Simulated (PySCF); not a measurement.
# Electric properties by functional and basis

C3H4GeO.
Geometry (PBE0-D3(BJ)/def2-SVP, Å), atoms numbered from 1 in this order:
```
atom  x, y, z in Å
C1     2.220    0.800   -0.196
C2     1.428   -0.112   -0.073
C3     0.380   -1.105    0.086
O4     0.586   -2.295    0.049
Ge5   -1.468   -0.369    0.371
H6     2.943    1.589   -0.308
H7    -1.453    0.561    1.597
H8    -1.871    0.442   -0.872
H9    -2.413   -1.557    0.587
```

PySCF, dipoles from the SCF density, polarisabilities from static response with core orbitals frozen. Isolated species at its PBE0-D3(BJ)/def2-SVP geometry, gas phase. Relativistic effects, spin–orbit coupling among them, are left out although an element past zinc is present.

The anisotropy is √(½[(α1 − α2)² + (α2 − α3)² + (α3 − α1)²]).

```csv
level,μ (D),α (Å³),anisotropy (Å³)
LDA/def2-SVPD,2.852,11.20,5.78
PBE/def2-SVPD,2.756,11.02,5.74
B3LYP/def2-SVPD,2.901,10.64,5.35
PBE0/def2-SVPD,2.892,10.50,5.26
BHandHLYP/def2-SVPD,3.061,10.16,4.93
CAM-B3LYP/def2-SVPD,2.967,10.38,5.03
wB97X-D/def2-SVPD,2.936,10.41,5.01
LC-wPBE/def2-SVPD,2.928,10.05,4.75
HF/def2-SVPD,3.245,9.73,4.51
PBE0/6-31G*,2.718,8.43,5.78
PBE0/def2-SVP,2.696,8.91,5.56
PBE0/aug-cc-pVDZ,2.826,10.69,5.39
PBE0/def2-TZVP,2.779,10.08,5.54
PBE0/def2-TZVPD,2.824,10.68,5.34
```

The dipole runs from 2.70 D (PBE0/def2-SVP) to 3.25 D (HF/def2-SVPD). No reference polarisability is at hand; against PBE0 in the largest diffuse basis at hand (def2-TZVPD) the other PBE0 rows deviate by 6-31G* -21%, def2-SVP -17%, def2-SVPD -2%, aug-cc-pVDZ 0%, def2-TZVP -6%. In one basis (def2-SVPD) the functionals order the polarisability from HF (lowest) to LDA (highest), a spread of 15%. With PBE0 the polarisability is 9.14 Å³ without diffuse functions (mean of 6-31G*, def2-SVP and def2-TZVP) and 10.62 Å³ with them (mean of def2-SVPD, aug-cc-pVDZ and def2-TZVPD).
